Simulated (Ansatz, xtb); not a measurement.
## Relaxing a trial structure of CH5SSe+

The starting geometry of this gas-phase singlet has its atoms placed at random.

```xyz
8

C     0.6713    0.0162   -1.8568
S     0.9634   -0.7659    0.2586
Se   -0.6646   -0.1245   -0.7379
H    -0.4713   -1.2934   -1.5407
H     1.8524    0.3886   -0.6555
H    -1.0389    0.6022    0.9225
H     0.7336   -0.5817    1.5254
H    -1.5855   -0.3098   -1.7107
```

Question: Guess where an optimisation with r2SCAN-D4/def2-SVP ends from this start.

Answer: It ends as `SC[SeH2+]`. Distances that change by over a tenth: C1–Se3 (1.75 → 2.11 Å), S2–H5 (1.72 → 2.45 Å), Se3–H6 (1.85 → 1.48 Å). Contacts that open: S2–Se3 (2.01 → 3.22 Å), Se3–H4 (1.43 → 2.55 Å). Contacts that close: C1–S2 (2.27 → 1.76 Å), C1–H4 (1.77 → 1.10 Å), C1–H5 (1.73 → 1.10 Å).

The energy falls by 15.57 eV over 20 steps:

| step | E − E(last) (eV) |
| --- | --- |
| 1 | 15.572 |
| 3 | 10.156 |
| 5 | 8.200 |
| 7 | 6.603 |
| 9 | 4.731 |
| 12 | 0.902 |
| 14 | 0.088 |
| 16 | 0.002 |
| 18 | 0.000 |
| 20 | 0.000 |

Final geometry (Å):

```xyz
8

C     0.6128   -0.5542   -0.8442
S     1.3600   -1.3474    0.5351
Se   -1.4807   -0.4192   -0.6547
H     0.6975   -1.1888   -1.7378
H     0.9411    0.4723   -1.0516
H    -1.4402    0.6292    0.3848
H     1.5259   -0.2365    1.2923
H    -1.7559    0.5763   -1.7191
```

From the same start GFN2-xTB ends elsewhere, differing in C1–S2 (3.77 against 1.76 Å here), S2–Se3 (2.31 against 3.22 Å here).

From so rough a start the end depends on the optimiser's path, so another program may land elsewhere. No frequencies were run, so the end isn't proven a minimum. Run with Ansatz 0.2.0, 41 s on 2 threads of Arm Neoverse V1, with other jobs on the host.
